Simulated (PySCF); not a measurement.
Vertical excitations of a molecule CH5Cl2NSi from TDA-PBE/def2-SVPD run with PySCF, as energy in eV (oscillator strength): 6.13 (0.026), 6.51 (0.005), 6.97 (0.036), 7.12 (0.065), 7.18 (0.020), 7.33 (0.003), 7.41 (0.057), 7.52 (0.019), 7.63 (0.032), 7.66 (0.010). Lowest triplet (TDA): 5.88 eV. Geometry optimised at PBE0-D3(BJ)/def2-SVP. The values are those of a single conformer.

Task: Which molecule gave these data?
(A) C[Si](N)(Cl)Cl
(B) CN[SiH](Cl)Cl
(C) NC[SiH](Cl)Cl

Result: A, C[Si](N)(Cl)Cl
